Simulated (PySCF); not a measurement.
Two species compared at the same levels of theory.

First species: Ge(iPr)Cl3, C3H7Cl3Ge.
SMILES: `C[CH](C)[Ge]([Cl])([Cl])[Cl]`

Second species: CH5F2NSi.
Cartesian coordinates in Å at the PBE0-D3(BJ)/def2-SVP level; atoms count from 1:
```xyz
10
CH5F2NSi angstrom
N     -1.4618   -0.7421    0.3340
Si    -0.4145    0.5875   -0.0036
C      1.3555   -0.1427   -0.0785
F      1.3685   -1.1271   -1.0271
F      2.2535    0.8068   -0.4481
H     -2.3775   -0.5806    0.7368
H     -1.4821   -1.5285   -0.3067
H     -0.6080    1.3069   -1.3028
H     -0.5189    1.5656    1.1172
H      1.7078   -0.5942    0.8681
```

Levels: B3LYP/def2-SVPD for HOMO energy, LUMO energy, HOMO–LUMO gap and static isotropic polarisability; TDDFT B3LYP/def2-SVPD for lowest singlet excitation; TDA B3LYP/def2-SVPD for lowest triplet excitation (Tamm–Dancoff). Geometries: PBE0-D3(BJ)/def2-SVP. All species are isolated and taken at one optimised geometry, non-relativistic unless stated; the electronic structure was computed with PySCF and density fitting.

Dipoles, sizes and rotational constants follow the conformer. The torsions of the flexible species, by atom-mapped SMILES:
- `[NH2:1][SiH2:2][CH:3]([F:4])[F:5]`: N1–Si2–C3–F4 57°, H–N1–Si2–C3 158°, H–N1–Si2–C3 -59°

Values for the first species:

* HOMO energy: -8.55 eV
* LUMO energy: -1.63 eV
* HOMO–LUMO gap: 6.92 eV
* Lowest singlet excitation: 6.13 eV
* Lowest triplet excitation (Tamm–Dancoff): 5.48 eV
* Static isotropic polarisability: 108.8 au

(1) Estimate the same properties for the second species, and the change in each.

## Answers

(1) 
| property | first | second | second less first |
| --- | --- | --- | --- |
| HOMO energy | -8.55 eV | -7.55 eV | +1.00 eV |
| LUMO energy | -1.63 eV | -0.26 eV | +1.37 eV |
| HOMO–LUMO gap | 6.92 eV | 7.29 eV | +0.37 eV |
| lowest singlet excitation | 6.13 eV | 6.17 eV | +0.04 eV |
| lowest triplet excitation (Tamm–Dancoff) | 5.48 eV | 5.83 eV | +0.35 eV |
| static isotropic polarisability | 108.8 au | 50.8 au | -58.0 au |

On the first: The principal polarisabilities are 101.7, 109.9 and 114.8 au; their mean is the isotropic value. The vertical singlet–triplet gap S1 − T1 is 0.65 eV (TDDFT singlet less Tamm–Dancoff triplet; S1: HOMO−1→LUMO, weight 0.99; T1: HOMO→LUMO, weight 0.97). Relativistic effects, spin–orbit coupling among them, are left out although an element past zinc is present.

On the second: No computed singlet falls in the visible range (750 to 380 nm, 1.65 to 3.26 eV); S1 lies 2.91 eV above its blue end. The principal polarisabilities are 47.3, 51.0 and 54.0 au; their mean is the isotropic value.
